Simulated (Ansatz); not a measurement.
# Molecular dynamics of C₂H₉PSSi

input.yaml

```yaml
crystal:
  periodic: [false, false, false]
  atoms:
    - { symbol: C, position_ang: [-1.354146, 1.685782, 0.61741] }
    - { symbol: S, position_ang: [-0.33569, 0.762483, 1.82759] }
    - { symbol: Si, position_ang: [0.495037, -0.664356, 0.468044] }
    - { symbol: C, position_ang: [1.63797, 0.157149, -0.795164] }
    - { symbol: P, position_ang: [-1.103461, -1.773705, -0.647538] }
    - { symbol: H, position_ang: [-1.962411, 2.425277, 1.170177] }
    - { symbol: H, position_ang: [-2.047588, 1.024991, 0.058133] }
    - { symbol: H, position_ang: [-0.742518, 2.240171, -0.1229] }
    - { symbol: H, position_ang: [1.309341, -1.547795, 1.300225] }
    - { symbol: H, position_ang: [2.109198, -0.598062, -1.447237] }
    - { symbol: H, position_ang: [2.444962, 0.72043, -0.297244] }
    - { symbol: H, position_ang: [1.088224, 0.85997, -1.443291] }
    - { symbol: H, position_ang: [-0.157908, -2.720444, -1.131606] }
    - { symbol: H, position_ang: [-1.394109, -2.60099, 0.472198] }
basis:
  gaussian: { orbitals: STO-3G }
hamiltonian:
  xc: pbe
  dispersion: d4
md:
  timestep: 2.0
  n_steps: 40
  ensemble: nvt_langevin
  temperature: 400.0
  initial_velocities: maxwell_boltzmann
  seed: 286412
  friction: 0.05
scf:
  lower_state_search: "off"
```

Run as:

```bash
$ ansatz run input.yaml --threads 1 --pin off --max-ram 2048MiB --backend cpu --events-out ev --progress --plain --runs-dir out
```

It starts from a relaxed structure.

Output, in part (step lines, the closing report, with atoms numbered from 0):

```
md step     0: t =     0.00 fs  T =   371.4 K  F+E_penalty+E_count = -29864.88057605 eV  E_kin = 0.672152 eV  (13 SCF iters)
[... lines left out ...]
Total energy: -29864.36492827 eV, -1097.4951683205 hartree
Atom 0 at    -0.938244     1.981691     0.593755 Å, force    -1.701694     1.640814     0.283720 eV/Å
Atom 1 at    -0.157329     0.868687     1.793140 Å, force     0.010702    -0.050461    -0.404284 eV/Å
Atom 2 at     0.551500    -0.620663     0.409610 Å, force     1.404847    -0.085230     2.379068 eV/Å
Atom 3 at     1.752998     0.150088    -0.872512 Å, force    -1.202690     0.349159     0.234184 eV/Å
Atom 4 at    -1.003775    -1.957931    -0.516235 Å, force     0.916014     0.689970    -0.452323 eV/Å
Atom 5 at    -1.616296     2.752664     1.146758 Å, force     1.006304    -1.444010    -0.859222 eV/Å
Atom 6 at    -1.564434     1.455286    -0.164210 Å, force    -0.144083    -0.007632     0.381671 eV/Å
Atom 7 at    -0.253073     2.602451    -0.010417 Å, force     0.524714     0.042176     0.085660 eV/Å
Atom 8 at     1.370081    -1.336717     1.503895 Å, force    -0.733316     0.256022    -1.526608 eV/Å
Atom 9 at     2.093031    -0.607241    -1.596233 Å, force     0.341452     0.002518     0.082691 eV/Å
Atom 10 at     2.600944     0.688956    -0.385221 Å, force    -0.375281    -0.364517    -0.377724 eV/Å
Atom 11 at     1.120962     0.874948    -1.442782 Å, force     0.662145    -0.077676     0.107404 eV/Å
Atom 12 at    -0.207550    -1.786182    -1.723939 Å, force    -0.618424    -0.625887     0.455891 eV/Å
Atom 13 at    -0.191090    -3.019008    -0.032915 Å, force    -0.090691    -0.325247    -0.390128 eV/Å
Dipole moment:     0.057560    -0.104789    -0.308273 e Å
```

The steps, from the saved trajectory:

```
time (fs)  T (K)  potential energy less start (eV)
      0.0    371                             0.000
      2.0    275                             0.315
      4.0    308                             0.254
      6.0    210                             0.458
      8.0    272                             0.340
     10.0    294                             0.457
     12.0    300                             0.496
     14.0    402                             0.341
     16.0    319                             0.477
     18.0    362                             0.354
     20.0    268                             0.488
     22.0    267                             0.410
     24.0    257                             0.492
     26.0    313                             0.412
     28.0    260                             0.528
     30.0    225                             0.606
     32.0    216                             0.483
     34.0    253                             0.462
     36.0    250                             0.539
     38.0    292                             0.626
     40.0    338                             0.487
     42.0    282                             0.446
     44.0    324                             0.401
     46.0    461                             0.313
     48.0    350                             0.437
     50.0    456                             0.344
     52.0    333                             0.345
     54.0    308                             0.409
     56.0    274                             0.371
     58.0    304                             0.436
     60.0    299                             0.397
     62.0    371                             0.360
     64.0    303                             0.428
     66.0    272                             0.403
     68.0    332                             0.379
     70.0    350                             0.338
     72.0    262                             0.360
     74.0    215                             0.569
     76.0    240                             0.542
     78.0    270                             0.600
     80.0    332                             0.516
```

All steps were run. The mean temperature of the second half is 21 % below the set value. A step of 2 fs is long for free X–H stretches (periods near 10 fs) and can bias their spread and the temperature. A run of 0.08 ps of so small a system gives no equilibrium averages. Limits of this set-up: minimal basis.

The same pairs are bonded in the first frame and the last. Pairs count as bonded within 1.25 times the sum of covalent radii (0.12 Å more for H–H).

Last frame:

```xyz
14
Properties=species:S:1:pos:R:3
C -0.938 1.982 0.594
S -0.157 0.869 1.793
Si 0.551 -0.621 0.410
C 1.753 0.150 -0.873
P -1.004 -1.958 -0.516
H -1.616 2.753 1.147
H -1.564 1.455 -0.164
H -0.253 2.603 -0.010
H 1.370 -1.337 1.504
H 2.093 -0.607 -1.596
H 2.601 0.689 -0.385
H 1.121 0.875 -1.443
H -0.208 -1.786 -1.724
H -0.191 -3.019 -0.033
```

The run took 96 s on 1 thread of Arm Neoverse V1, with other jobs on the host, peak memory 0.088 GiB.
